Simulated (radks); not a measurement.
The table gives one normalised radial function P(r) = r R(r) (large component) of Be3+ in 5s1 (r in bohr). All-electron calculation, Dirac Kohn-Sham, LDA (Slater exchange, Perdew-Wang correlation), spin-unpolarised, spherical densities, finite nucleus; Fermi nuclear charge, rms radius 2.519 fm. Program: a radial shooting solver on a logarithmic mesh with Libxc functionals.

r          P
0.04802   0.0563
0.06938   0.0741
0.1002    0.0930
0.1448    0.1081
0.2093    0.1095
0.3024    0.0826
0.4369    0.0135
0.6312   -0.0907
0.912    -0.1689
1.318    -0.1058
1.904     0.1200
2.751     0.2080
3.974    -0.1271
5.742    -0.2348
8.297     0.3017
11.99     0.3324
17.32     0.0418
25.02     0.0006

Which n and l does it have? It may be an empty orbital.

Answer. n = 5, l = 0: the number of nodes gives n - l - 1 = 4, the rise at small r points to l (this Dirac orbital starts outside the nucleus as r^gamma with gamma = sqrt((l + 1)^2 - (Z/c)^2) = 1.00; the j = 1/2 orbital of l + 1 starts with the same power, but with a smaller coefficient, and then steepens), and the extent must fit the shell. The curve is that of 5s1/2. 5s1/2: eigenvalue -7.969 eV, 4 radial nodes at r = 0.461, 1.59, 3.56, 6.85 bohr, <r> = 9.33 bohr, 90 % of the charge inside 12.8 bohr.
